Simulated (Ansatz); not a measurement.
Gas-phase electronic energies from Ansatz, PBE0-D4/def2-TZVP geometries. CCSD(T)/CBS adds triple-zeta CCSD(T) − MP2 to the extrapolated MP2 energy (def2 sets, frozen cores). This one scheme is used for every species. DFT in def2-TZVPP. One conformer a species, not always the lowest.

`C[SiH2]BO[SiH3]` → `C[SiH2]BO` + `[SiH2]`  (silylene loss)

```
         level  ΔE (kJ/mol)
       PBE0-D4        316.9
       ωB97X-V        323.2
        B2PLYP        313.3
           PBE        297.6
          PBE0        311.0
 HF/def2-QZVPP        317.3
MP2/def2-QZVPP        334.2
 MP2/CBS(def2)        336.4
```

Task: What does CCSD(T)/CBS give? (Estimate.)

Result: The calculation gave: +315.2 kJ/mol. The listed levels differ from it by 1.7, 8.0, -1.9, -17.6, -4.2, 2.1, 19.0, 21.2 kJ/mol.

Largest T1 diagnostic among the species: 0.014.

The D4 term adds +10.8 kJ/mol with B3LYP and +5.9 kJ/mol with PBE0; it sums over pairs of atoms, weighted by their polarisabilities, and B3LYP, whose exchange is more repulsive, gets the larger term. From PBE to PBE0 (25 % exact exchange), in def2-TZVPP and without D4, ΔE moves by +13.4 kJ/mol.

B3LYP here is the variant with VWN-RPA as its local correlation; programs differ in this.
